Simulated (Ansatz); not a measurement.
Ideal-gas functions of C2HClF2Sn, SMILES `C#[C][Sn]([F])([F])[Cl]` at 500 K and 1 bar, from an Ansatz frequency run at PBE0-D4/def2-TZVP.

Molar mass 217.19 g/mol, point group Cs (symmetry number 1), electronic degeneracy 1, moments of inertia 238.068, 354.542, 422.978 u Å². Harmonic wavenumbers (cm⁻¹, unscaled): 77, 93, 132, 159, 179, 253, 257, 403, 490, 656, 660, 748, 749, 2168, 3459.

Use S(trans) = R[1.5 ln M + 2.5 ln T − 1.1517]; rotational temperatures θ = 24.2544 K / I; S(rot) = R[ln(√π/σ · √(T³/θAθBθC)) + 1.5]; for each mode x = 1.438777 ν̃/T, S = R[x/(eˣ − 1) − ln(1 − e⁻ˣ)] and H = RT x/(eˣ − 1); 1 cm⁻¹ = 0.0119627 kJ/mol; R = 8.31446 J/(mol·K).

Q: By hand: the entropy, in J/(mol·K).

A: Translation 186.7. Rotation: θ = 0.1019, 0.0684, 0.0573 K, giving 127.3. Vibration, mode by mode: 20.86, 19.30, 16.41, 14.89, 13.92, 11.13, 11.01, 7.53, 6.11, 4.17, 4.13, 3.38, 3.37, 0.12, 0.00, in all 136.3. Electronic 0.0. Sum 450.3 J/(mol·K).

Q: By hand: H − E and G − E in kJ/mol, counted from the electronic energy.

A: Zero-point energy ½ × 10483 × 0.0119627 = 62.7; thermal vibration 32.1; translation, rotation and pV give 4 RT = 16.6. H − E = 111.4 kJ/mol, and G − E = 111.4 − 500 × 450.3/1000 = -113.8 kJ/mol.

Vibration gives 30 % of the entropy, 56.6 J/(mol·K) of it from the modes under 150 cm⁻¹: soft modes count most, and the harmonic formula is weakest for them.
